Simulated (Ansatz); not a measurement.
Ansatz (an electronic-structure program) input file for (1Z)-1,2-difluorobuta-1,3-diene (C4H4F2), SMILES C=C/C(F)=C/F, PBE0-D3(BJ)/def2-SVP. 

Ansatz 0.2 input:
```yaml
crystal:
  periodic: [false, false, false]
  atoms:
    - {symbol: C, position_ang: [-2.26756198, -0.74815313, -0.49462793]}
    - {symbol: C, position_ang: [-1.12008792, -0.91479881, 0.15372603]}
    - {symbol: C, position_ang: [0.00884241, -0.01643152, 0.01803077]}
    - {symbol: F, position_ang: [-0.16173402, 1.02898031, -0.81437733]}
    - {symbol: C, position_ang: [1.16848618, -0.17555735, 0.65822437]}
    - {symbol: F, position_ang: [2.20196088, 0.66152797, 0.52151279]}
    - {symbol: H, position_ang: [-2.41620950, 0.07960215, -1.16748238]}
    - {symbol: H, position_ang: [-3.08871473, -1.43154430, -0.37325959]}
    - {symbol: H, position_ang: [-0.96327636, -1.74294915, 0.82841351]}
    - {symbol: H, position_ang: [1.36808668, -0.99003836, 1.33598993]}
basis:
  gaussian:
    orbitals: def2-SVP
hamiltonian:
  xc: pbe0
  dispersion: d3bj
relax: {f_tol: 0.002, max_steps: 200}
```

Program output:

```
Functional definition: PBE0
integrals: 0.06 GiB planned
1168 factors; integrals over basis functions are off by at most 2.7e-4 eV
mean field: 0.41 GiB planned
mean field evaluation 1: about -9623.6609 eV, gradient 4.0e1 eV
mean field evaluation 2: about -9623.3860 eV, gradient 4.0e1 eV
mean field evaluation 4: about -9627.6727 eV, gradient 2.8e0 eV
mean field evaluation 8: about -9627.7360 eV, gradient 7.9e-2 eV
mean field evaluation 16: about -9627.7360 eV, gradient 4.6e-5 eV
mean field -9627.73604579 eV, -353.8127737688 hartree, gradient 4.6e-5 eV, S^2 0.000000; 0 other end points of the search recorded, 0 dependent functions left out
the calculation of the forces begins
reference -9627.73606614 eV, -353.8127745168 hartree; 23, 23 occupied and 81, 81 virtual orbitals, 1168 factors
relax step   1: F+E_penalty+E_count = -9627.89172721 eV  Δ(F+E_penalty+E_count) = +0.000e0 eV  max|allowed force component| = 8.001e-1 eV/Å  Δτ_max = 0.0000 Å  (27 SCF iters, accepted)
these checks for a lower state are left out or cut short: starts, cluster_reference, orbital_swaps, neighbouring_geometries, increment
integrals: 0.06 GiB planned
1168 factors; integrals over basis functions are off by at most 2.8e-4 eV
mean field: 0.41 GiB planned
mean field -9627.76586332 eV, -353.8138695430 hartree, gradient 9.3e-6 eV, S^2 0.000000; 0 other end points of the search recorded, 0 dependent functions left out
the calculation of the forces begins
reference -9627.76588371 eV, -353.8138702922 hartree; 23, 23 occupied and 81, 81 virtual orbitals, 1168 factors
relax step   2: F+E_penalty+E_count = -9627.92132908 eV  Δ(F+E_penalty+E_count) = -2.960e-2 eV  max|allowed force component| = 3.981e-1 eV/Å  Δτ_max = 0.0158 Å  (32 SCF iters, accepted)
these checks for a lower state are left out or cut short: starts, cluster_reference, orbital_swaps, neighbouring_geometries, increment
integrals: 0.06 GiB planned
1168 factors; integrals over basis functions are off by at most 2.8e-4 eV
mean field: 0.41 GiB planned
mean field -9627.77041750 eV, -353.8140369058 hartree, gradient 9.4e-6 eV, S^2 0.000000; 0 other end points of the search recorded, 0 dependent functions left out
the calculation of the forces begins
reference -9627.77043788 eV, -353.8140376548 hartree; 23, 23 occupied and 81, 81 virtual orbitals, 1168 factors
relax step   3: F+E_penalty+E_count = -9627.92586766 eV  Δ(F+E_penalty+E_count) = -4.539e-3 eV  max|allowed force component| = 4.181e-2 eV/Å  Δτ_max = 0.0081 Å  (32 SCF iters, accepted)
these checks for a lower state are left out or cut short: starts, cluster_reference, orbital_swaps, neighbouring_geometries, increment
integrals: 0.06 GiB planned
1168 factors; integrals over basis functions are off by at most 2.8e-4 eV
mean field: 0.41 GiB planned
mean field evaluation 32: about -9627.7704 eV, gradient 4.4e-2 eV
mean field -9627.77043803 eV, -353.8140376606 hartree, gradient 2.5e-5 eV, S^2 0.000000; 0 other end points of the search recorded, 0 dependent functions left out
the calculation of the forces begins
reference -9627.77045842 eV, -353.8140384096 hartree; 23, 23 occupied and 81, 81 virtual orbitals, 1168 factors
relax step   4: F+E_penalty+E_count = -9627.92587789 eV  Δ(F+E_penalty+E_count) = -1.023e-5 eV  max|allowed force component| = 3.857e-2 eV/Å  Δτ_max = 0.0013 Å  (20 SCF iters, accepted)
these checks for a lower state are left out or cut short: starts, cluster_reference, orbital_swaps, neighbouring_geometries, increment
integrals: 0.06 GiB planned
1168 factors; integrals over basis functions are off by at most 2.8e-4 eV
mean field: 0.41 GiB planned
mean field -9627.77039394 eV, -353.8140360401 hartree, gradient 2.4e-5 eV, S^2 0.000000; 0 other end points of the search recorded, 0 dependent functions left out
the calculation of the forces begins
reference -9627.77041431 eV, -353.8140367889 hartree; 23, 23 occupied and 81, 81 virtual orbitals, 1168 factors
relax step   5: F+E_penalty+E_count = -9627.92585492 eV  Δ(F+E_penalty+E_count) = +2.297e-5 eV  max|allowed force component| = 3.188e-2 eV/Å  Δτ_max = 0.0127 Å  (23 SCF iters, rejected (line search))
these checks for a lower state are left out or cut short: starts, cluster_reference, orbital_swaps, neighbouring_geometries, increment
integrals: 0.06 GiB planned
1168 factors; integrals over basis functions are off by at most 2.8e-4 eV
mean field: 0.41 GiB planned
mean field -9627.77065006 eV, -353.8140454525 hartree, gradient 1.8e-5 eV, S^2 0.000000; 0 other end points of the search recorded, 0 dependent functions left out
the calculation of the forces begins
reference -9627.77067044 eV, -353.8140462013 hartree; 23, 23 occupied and 81, 81 virtual orbitals, 1168 factors
relax step   6: F+E_penalty+E_count = -9627.92610828 eV  Δ(F+E_penalty+E_count) = -2.304e-4 eV  max|allowed force component| = 4.233e-3 eV/Å  Δτ_max = 0.0050 Å  (23 SCF iters, accepted)
these checks for a lower state are left out or cut short: starts, cluster_reference, orbital_swaps, neighbouring_geometries, increment
integrals: 0.06 GiB planned
1168 factors; integrals over basis functions are off by at most 2.8e-4 eV
mean field: 0.41 GiB planned
mean field -9627.77065253 eV, -353.8140455432 hartree, gradient 2.7e-5 eV, S^2 0.000000; 0 other end points of the search recorded, 0 dependent functions left out
the calculation of the forces begins
reference -9627.77067291 eV, -353.8140462920 hartree; 23, 23 occupied and 81, 81 virtual orbitals, 1168 factors
relax step   7: F+E_penalty+E_count = -9627.92610935 eV  Δ(F+E_penalty+E_count) = -1.073e-6 eV  max|allowed force component| = 1.743e-3 eV/Å  Δτ_max = 0.0007 Å  (20 SCF iters, accepted)
integrals: 0.06 GiB planned
1168 factors; integrals over basis functions are off by at most 2.8e-4 eV
mean field: 0.41 GiB planned
mean field evaluation 64: about -9627.7707 eV, gradient 1.3e-3 eV
mean field -9627.77065253 eV, -353.8140455432 hartree, gradient 2.7e-5 eV, S^2 0.000000; 1 other end points of the search recorded, 0 dependent functions left out
the calculation of the forces begins
reference -9627.77067291 eV, -353.8140462920 hartree; 23, 23 occupied and 81, 81 virtual orbitals, 1168 factors
Total energy: -9627.92612973 eV, -353.8197592247 hartree
Atom 0 at    -2.273000    -0.746022    -0.497281 Å, force    -0.000579     0.000066    -0.000217 eV/Å
Atom 1 at    -1.112850    -0.908694     0.150205 Å, force     0.001743     0.001367     0.000239 eV/Å
Atom 2 at     0.015177    -0.010171     0.013506 Å, force    -0.001313    -0.000900     0.000672 eV/Å
Atom 3 at    -0.144336     1.024652    -0.809040 Å, force     0.000126    -0.000566    -0.000343 eV/Å
Atom 4 at     1.179029    -0.170309     0.660224 Å, force    -0.000257     0.000322    -0.000664 eV/Å
Atom 5 at     2.190607     0.669133     0.512909 Å, force    -0.000077    -0.000089     0.000566 eV/Å
Atom 6 at    -2.425049     0.095570    -1.176966 Å, force    -0.000011     0.000034     0.000043 eV/Å
Atom 7 at    -3.096357    -1.449779    -0.362763 Å, force     0.000170    -0.000013     0.000075 eV/Å
Atom 8 at    -0.966337    -1.753747     0.829895 Å, force     0.000019    -0.000118    -0.000228 eV/Å
Atom 9 at     1.362907    -0.999994     1.345461 Å, force     0.000181    -0.000101    -0.000143 eV/Å
Dipole moment:    -0.177568    -0.380648     0.194897 e Å
```

Self-consistency was reached.
